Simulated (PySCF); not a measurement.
# Static response to an electric field

C5H13NSi.
Atom-mapped SMILES: `[CH2:1]=[CH:2][C@:3]([CH3:4])([NH2:5])[CH2:6][SiH3:7]` (hydrogens: H8, H9 on C1; H10 on C2; H11, H12, H13 on C4; H14, H15 on N5; H16, H17 on C6; H18, H19, H20 on Si7)

Structure used (GFN2-xTB), in Å, numbered top down from 1:
```xyz
20
C5H13NSi angstrom
C     -2.469    0.908   -0.549
C     -1.452    0.154   -0.926
C     -0.252   -0.214   -0.085
C     -0.234   -1.735    0.086
N     -0.226    0.391    1.243
C      1.030    0.267   -0.772
Si     2.381    0.494    0.552
H     -2.545    1.334    0.439
H     -3.284    1.135   -1.216
H     -1.424   -0.253   -1.929
H     -0.174   -2.228   -0.882
H     -1.144   -2.069    0.585
H      0.622   -2.028    0.686
H     -0.399    1.387    1.171
H     -0.937   -0.012    1.845
H      1.328   -0.429   -1.555
H      0.842    1.225   -1.261
H      2.219    1.757    1.269
H      3.658    0.562   -0.181
H      2.455   -0.634    1.475
```

Level: CAM-B3LYP/def2-SVPD (PySCF), static field, nuclei fixed, core orbitals frozen in the response. The polarisability tensor in these axes (au):

```
x   113.08  -4.81   3.45
y    -4.81  88.59   1.79
z     3.45   1.79  86.39
```

Problem. What are the eigenvalues, a third of the trace, and Δα (Δα² = ½Σ(αi − αj)² over the three pairs)?

Solution. Principal values 84.35, 89.39 and 114.33 au; mean 96.02 au = 14.23 Å³ = 15.83 × 10⁻⁴⁰ C²·m²/J; Δα = 27.80 au (29 % of the mean).

Problem. What is the dipole moment, and where does it point?

Solution. (-1.99, -0.19, -0.38) D, 2.03 D in size, pointing from the negative to the positive side. Measured along this direction, the outermost atoms are H19 at the negative end and H9 at the positive end.

Problem. How large is μ²/3kT at 500 K beside α?

Solution. In Gaussian units μ²/3kT = 19.96 Å³ against 14.23 Å³, a ratio of 1.40; the Debye molar polarisation (4π/3)N_A(α + μ²/3kT) is 86.2 cm³/mol, leaving out the vibrational part.

Problem. Rayleigh depolarisation ratio (linearly polarised light, static tensor)?

Solution. ρ = 3Δα²/(45ᾱ² + 4Δα²) = 2318.6/(414919 + 3091.4) = 0.00555.

Problem. Find the Langevin capture rate constant for H3+ (3.023 u) meeting this molecule (115.082 u), k = 2.342 × 10⁻⁹ cm³/s × √(α in Å³ / reduced mass in u).

Solution. The reduced mass is 2.95 u, so k = 5.15 × 10⁻⁹ cm³/s. The formula leaves out the permanent dipole, which adds to the capture rate.

Problem. Sum over states: ᾱ = Σ f/ω², ω in Eh. What share falls to these 8 lowest TDDFT singlets (eV, f)? 6.79, 0.0015; 6.88, 0.0226; 7.18, 0.0414; 7.46, 0.4760; 7.84, 0.0047; 7.90, 0.0047; 7.95, 0.0159; 8.01, 0.0200.

Solution. They add up to 7.84 au, 8.2 % of the 96.02 au; the largest single term is 6.34 au, from the state at 7.46 eV. Terms in order: 0.02, 0.35, 0.59, 6.34, 0.06, 0.06, 0.19, 0.23 au. Higher excitations give the rest. The strengths listed sum to 0.587.

Problem. Estimate the molar refractivity from the static electronic polarisability.

Solution. Lorentz–Lorenz: R = (4π/3)N_A α = 2.5225 cm³/(mol·Å³) × 14.23 Å³ = 35.9 cm³/mol, in the limit of long wavelengths.

Geometry: GFN2-xTB, one conformer, isolated molecule.
